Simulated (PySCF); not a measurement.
Computed shifts of a molecule C3H4O2Si, PBE/pcSseg-1 run with PySCF, GIAO, gas phase, atoms alike by connectivity averaged where their shifts nearly agree, in ppm (number of nuclei): ¹³C: 173.2 (1), 159.9 (1), 109.9 (1). ²⁹Si: -20.1 (1). ¹H: 6.04 (1), 5.84 (2), 5.23 (1). References: ¹³C against TMS (σ = 182.0 ppm); ¹⁷O against H2O (σ = 334.3 ppm); ²⁹Si against TMS (σ = 335.4 ppm); ¹H against TMS (σ = 31.49 ppm), references at their B3LYP-D3(BJ)/def2-TZVP geometries, non-relativistic. Coordinates come from a PBE0-D3(BJ)/def2-SVP optimisation. The values are those of a single conformer.

Question: Pick the molecule that these values belong to.
A. O=C1CC(=O)[SiH2]1
B. C#C[SiH2]C(=O)O
C. C=C1OC(=O)[SiH2]1
D. C=C=C1O[SiH2]O1

Answer: C, C=C1OC(=O)[SiH2]1
